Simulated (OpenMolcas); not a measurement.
A calculation on F3+.

```
Program             : OpenMolcas 26.06
Method              : CASSCF
Basis               : ANO-RCC-VTZP [4s3p2d1f]
Scalar Hamiltonian  : DKH2, point nucleus
Active space        : 4 electrons in 4 orbitals (2s 2p)
State averaging     : 2S+1 = 3 even, 3 roots; 2S+1 = 1 even, 6 roots; 2S+1 = 5 odd, 1 root; 2S+1 = 3 odd, 8 roots; 2S+1 = 1 odd, 5 roots (0 in the spin-orbit step)
Spin-orbit coupling : RASSI with atomic mean-field integrals over the reference wave functions, term energies averaged over their components
```

Task: Which level of the active space comes out lowest?

Result: 2s2 2p2 3P0, with 100 % of that term; it is also the measured ground level.

Task: How high does 2s2 2p2 3P1 lie?

Result: 224 cm-1 above the lowest level; measured 225 cm-1 above the ground level, so the calculation is off by -1 %.

Task: How high does 2s2 2p2 1S0 lie?

Result: 50882 cm-1 above the lowest level; measured 53544 cm-1 above the ground level, so the calculation is off by -5 %.

Task: How high does 2s 2p3 3D* 3 lie?

Result: 151425 cm-1 above the lowest level; measured 147842 cm-1 above the ground level, so the calculation is off by +2 %.

Measured values: Moore, Atomic Energy Levels, vol. I, NSRDS-NBS 35 (1971 reprint of NBS Circular 467, 1949).

Measured partners are found by configuration, term and J. A level has none where our copy of the source lacks it or the pairing is in doubt (some pairs that miss far off the trend of their configuration count as doubtful), and it then counts in no deviation. Only configurations of the active space appear.

* marks odd parity.
